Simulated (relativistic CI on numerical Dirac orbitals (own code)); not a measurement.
**d6 in a ligand field**

Computed with a parametric ligand-field model of a d^n configuration (Racah B and C, spin-orbit zeta, crystal field), exact diagonalisation.

Field parameters in Wybourne normalisation: Oh B⁴₀ = 21Dq, B⁴₄ = √(5/14) B⁴₀. The field is a parameter set, without covalency.

Problem. Ground term and bands for B = 690, C = 2980, ζ = 0 cm⁻¹, Oh, 10Dq = 33550 cm⁻¹?

Solution. Ground term 1A1 with 0.02 electrons in the two orbitals of the cubic e set. Spin-allowed: 1T1 31396 cm⁻¹ (319 nm), 1T2 41144 cm⁻¹ (243 nm), 1T2 64018 cm⁻¹ (156 nm), 1E 64487 cm⁻¹ (155 nm). Lowest spin-forbidden: 3T1 25096 cm⁻¹ (398 nm), 3T2 29935 cm⁻¹ (334 nm), 5T2 41044 cm⁻¹ (244 nm).

Problem. Ground term and bands for B = 630, C = 2340, ζ = 0 cm⁻¹, Oh, 10Dq = 18850 cm⁻¹?

Solution. Ground term 1A1 with 0.04 electrons in the two orbitals of the cubic e set. Spin-allowed: 1T1 17350 cm⁻¹ (576 nm), 1T2 25523 cm⁻¹ (392 nm), 1E 35903 cm⁻¹ (279 nm), 1T2 35920 cm⁻¹ (278 nm). Lowest spin-forbidden: 3T1 12254 cm⁻¹ (816 nm), 3T2 16308 cm⁻¹ (613 nm), 5T2 17111 cm⁻¹ (584 nm).

Problem. Ground term and bands for B = 400, C = 1620, ζ = 0 cm⁻¹, Oh, 10Dq = 4950 cm⁻¹?

Solution. Ground term 5T2 with 2.00 electrons in the two orbitals of the cubic e set. Spin-allowed: 5E 4950 cm⁻¹ (2020 nm). Lowest spin-forbidden: 1A1 3701 cm⁻¹ (2702 nm), 3T1 4252 cm⁻¹ (2352 nm), 3T2 6049 cm⁻¹ (1653 nm).

Problem. Ground term and bands for B = 530, C = 1910, ζ = 0 cm⁻¹, Oh, 10Dq = 13350 cm⁻¹?

Solution. Ground term 1A1 with 0.05 electrons in the two orbitals of the cubic e set. Spin-allowed: 1T1 12185 cm⁻¹ (821 nm), 1T2 18753 cm⁻¹ (533 nm), 1E 25318 cm⁻¹ (395 nm), 1T2 25462 cm⁻¹ (393 nm). Lowest spin-forbidden: 3T1 7983 cm⁻¹ (1253 nm), 5T2 9917 cm⁻¹ (1008 nm), 3T2 11246 cm⁻¹ (889 nm).

Problem. Ground term and bands for B = 830, C = 3570, ζ = 0 cm⁻¹, Oh, 10Dq = 31500 cm⁻¹?

Solution. Ground term 1A1 with 0.03 electrons in the two orbitals of the cubic e set. Spin-allowed: 1T1 29075 cm⁻¹ (344 nm), 1T2 40340 cm⁻¹ (248 nm), 1T2 59667 cm⁻¹ (168 nm), 1E 60111 cm⁻¹ (166 nm). Lowest spin-forbidden: 3T1 21456 cm⁻¹ (466 nm), 3T2 27029 cm⁻¹ (370 nm), 5T2 32022 cm⁻¹ (312 nm).
